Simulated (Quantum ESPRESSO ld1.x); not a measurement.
The numbers below are computed, except where a source is named.
Question: These are the eigenvalues of the occupied orbitals of an atom or ion with whole-number occupations (eV). Code: ld1.x of Quantum ESPRESSO 7.5. Model: Dirac Kohn-Sham, relativistic LDA (MacDonald-Vosko exchange, VWN5 correlation), spin-unpolarised, spherical densities, point nucleus.

1s1/2: -7225.69
2s1/2: -1076.25
2p1/2: -966.429
2p3/2: -953.937
3s1/2: -314.469
3p1/2: -280.638
3p3/2: -278.434

Which element is it, and in what charge state? The configuration may be excited. Open shells, if any, are shared by 2j + 1.

Answer: Z = 26, iron, charge +10: Fe10+ in [Ne] 3s2 3p4. The list shows which subshells hold electrons but not how many an open one holds; the 1s level, -265.54 hartree, gives Z - s = 23.0 by -(Z - s)^2/2, which with screening and relativity narrows Z to a few neighbours, and the depths of the outer levels then fix element, charge and occupations together.
